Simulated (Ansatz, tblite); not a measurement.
Forces on Zn5Cu2 at its B3LYP-D4/def2-SVP geometry. Charge 0, multiplicity 1.

The xTB rows come from tblite. The restricted singlet is unstable towards broken spin symmetry in Hartree–Fock (as tested in another run); at PBE-D4/def2-TZVP this wasn't settled. No other spin state of charge 0 was run. Another isomer (singlet) lies 0.16 eV lower at PBE0-D4/def2-TZVP; other spin states weren't run for this one.

GFN1-xTB (tblite), largest force 0.71 eV/Å:

```xyz
7
positions Å, forces eV/Å
Cu   -0.291   -1.766   -2.060    0.231    0.131    0.320
Cu    0.767   -0.793   -0.221    0.510   -0.477   -0.096
Zn   -1.991   -1.014   -0.414   -0.395    0.036   -0.312
Zn   -0.691    0.688   -2.044   -0.415    0.010   -0.280
Zn   -0.724    1.043    0.527   -0.179    0.206    0.076
Zn    0.699    1.915    2.549    0.360   -0.154    0.119
Zn    2.231   -0.073    1.663   -0.111    0.248    0.173
```

GFN2-xTB (tblite), largest force 1.07 eV/Å:

```
Cu 0.594 0.081 0.564
Cu 0.700 -0.625 -0.091
Zn -1.060 -0.021 -0.128
Zn -0.633 0.558 -0.664
Zn 0.122 -0.355 -0.273
Zn 0.369 0.223 0.519
Zn -0.093 0.139 0.073
```

PBE-D4/def2-TZVP (Ansatz), largest force 0.18 eV/Å:

```
Cu -0.031 -0.106 -0.137
Cu 0.094 -0.027 0.046
Zn -0.025 0.006 0.038
Zn 0.005 0.043 0.000
Zn -0.043 0.081 0.051
Zn 0.003 -0.036 -0.037
Zn -0.003 0.038 0.038
```
